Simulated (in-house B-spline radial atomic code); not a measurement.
RPA and G0W0 on SCAN: Fe IX (Fe8+)

Configuration [Ne] 3s2 3p6, mean-field start SCAN. Computed with a B-spline radial code for spherical atoms: all electrons, non-relativistic, point nucleus, each spin shell either full or empty, empty states to l = 9 with an (l + 1/2)⁻⁴ tail; G0W0 by contour deformation at full frequency.

Command:
```bash
python run_gw.py task.json out
```
Settings (radii: box in bohr, nucleus in fm):
```
Z                        26
electrons                18
configuration            [Ne] 3s2 3p6
hamiltonian              nr
method                   scan,scan
lmax                     9
spin_polarised           False
box_radius               7.7
intervals                48
```

Time taken, with all properties: 0.8 s on 1 thread of Arm Neoverse V2 (shared host).

Energies (hartree):

```
                                     term        value
                         mean-field total  -1243.08010
Hartree-Fock functional on these orbitals  -1242.14945
                      direct second order      -1.4313
                    second-order exchange       0.4747
                         SOSEX correction      0.43487
```

(1) What is the RPA correlation energy, and what remains with SOSEX?

Quasi-particle levels (eV):

```
level  occupied  mean field  Σx - vxc     Σc  QP weight     G0W0
   3p       yes     -221.31    -12.32      ?          ?        ?
   2p       yes     -888.05    -44.54  10.91      0.924  -921.68
   3d        no     -164.51     15.89  -3.34      0.974  -151.97
```

G0W0 = mean field + (Σx - vxc) + Σc, with Σc (partial-wave tail included) taken at the quasi-particle energy. Only the outer levels were computed. Levels of low weight are left out.

(2) Where does G0W0 put 3p?

Results:

(1) RPA gives -1.2572 hartree (-1.9 eV per electron); RPA + SOSEX gives -0.82238, and the second-order doubles -0.95659 hartree (no singles). RPA lacks exchange-type terms and so overcorrelates at short range.

(2) At -234.04 eV, with Σc = -0.40 eV and a quasi-particle weight of 0.962. The tabulated removal energy is 233.6 ± 0.4 eV (NIST, semi-empirical); the calculation leaves out relativity, Breit and QED terms, and what these don't explain is the method's own error.
